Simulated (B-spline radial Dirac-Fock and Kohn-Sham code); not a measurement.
# Al: input and output of one calculation

ΔSCF core binding energies without Breit or QED terms, calculated with a radial atomic solver. Keys: rel is the Hamiltonian (dirac, or spin-free x2c and nr, where L3 and M5 stand for the whole 2p and 3d shells), method is hf or an exchange,correlation pair (spin-unpolarised, also for the hole states), nuc the nuclear model, radius_factor scales its radius, rmax is the box in bohr, h the logarithmic mesh step, order the B-spline order, points the quadrature points per cell, c_factor scales the speed of light, and damp, ndamp, maxit and tol steer the iteration. The run stops when the commutator error falls below 10·tol·max(1, Z/10), or the numerical noise floor, and the energy has settled to about 1e-8 Ha; the virial ratio is −V/T.

Input (task.json):

```json
{"items": [{"Z": 13, "q": 0, "cfg": [[1, 0, 2], [2, 0, 2], [2, 1, 6], [3, 0, 2], [3, 1, 1]], "A": 27, "rrms": 3.061, "do": "settings", "holes": ["K", "L3", "M5"],
  "settings": [{"rel": "dirac", "method": "hf", "nuc": "fermi", "radius_factor": 1.0, "rmax": 45.0, "h": 0.3, "order": 8, "points": 10, "c_factor": 1.0, "maxit": 73, "damp": 0.97, "ndamp": 100, "tol": 1e-08}]}]}
```

Command: `python xray2_run.py task.json out`

Ground-state iterations:

```
iter   energy (Ha)        error
   1     -241.86584231  4.93e-01
   2     -242.29255659  6.37e-02
   3     -242.29539738  6.11e-02
   4     -242.29802516  5.86e-02
   5     -242.30045586  5.62e-02
   6     -242.30270426  5.39e-02
   7     -242.30478401  5.16e-02
   8     -242.30670775  4.95e-02
   9     -242.30848719  4.75e-02
  10     -242.31013315  4.55e-02
  11     -242.31165566  4.37e-02
  12     -242.31306399  4.19e-02
  13     -242.31436673  4.02e-02
  14     -242.31557181  3.85e-02
  15     -242.31668659  3.69e-02
  23     -242.32307144  2.64e-02
  31     -242.32650777  1.89e-02
  39     -242.32836907  1.35e-02
  47     -242.32938731  9.68e-03
  55     -242.32995204  6.93e-03
  63     -242.33027081  4.96e-03
  71     -242.33045460  3.55e-03
  73     -242.33048718  3.27e-03
```

The ground state had not converged after 73 iterations, with total energy -242.33049 Ha, virial ratio 1.99559 and highest orbital energy -5.74 eV. ΔSCF binding energies: K (1s) 1569.2 eV, L3 (2p3/2) 80.60 eV (not all states converged, so these are not final). Holes are computed only in closed shells, and unreliable hole states are left out.

Q: One setting is unsound. Which, and why?

A: damp is so close to 1 that the orbitals hardly move in each step. With the default settings (Dirac Hartree-Fock): The ground state converged in 10 iterations, with total energy -242.33075 Ha, virial ratio 1.99625 and highest orbital energy -5.70 eV. ΔSCF binding energies: K (1s) 1569.2 eV, L3 (2p3/2) 80.60 eV. Holes are computed only in closed shells, and unreliable hole states are left out.
